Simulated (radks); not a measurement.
Spin polarisation of the 5d3 shell in Ta2+. Start: [Xe] 4f14 5d(up 1.5, down 1.5); electrons of 5d are moved from spin down to spin up, other shells keep equal spins. All-electron calculation, scalar-relativistic Kohn-Sham, PBE, spin-polarised, spherical densities, finite nucleus; Fermi nuclear charge, rms radius of each element as measured or else 0.836 A^(1/3) + 0.57 fm. Program: a radial shooting solver on a logarithmic mesh with Libxc functionals.

moment (Bohr magnetons)  E - E(0) (eV)  e(5d up) (eV)  e(5d down) (eV)  4f down minus up (eV)  5p down minus up (eV)
0                                0.000        -18.312          -18.312                  0.000                  0.000
0.75                            -0.102        -18.571          -18.027                  0.070                  0.420
1.5                             -0.408        -18.801          -17.713                  0.139                  0.842
2.25                            -0.918        -19.004          -17.369                  0.209                  1.267
3                               -1.640        -19.180          -16.926                  0.280                  1.697

At moment 3 the spin-polarisation energy is -1.640 eV and the 5d exchange splitting 2.254 eV, that is 0.751 eV per Bohr magneton; E = -I m^2/4 would give I = 0.729 eV.
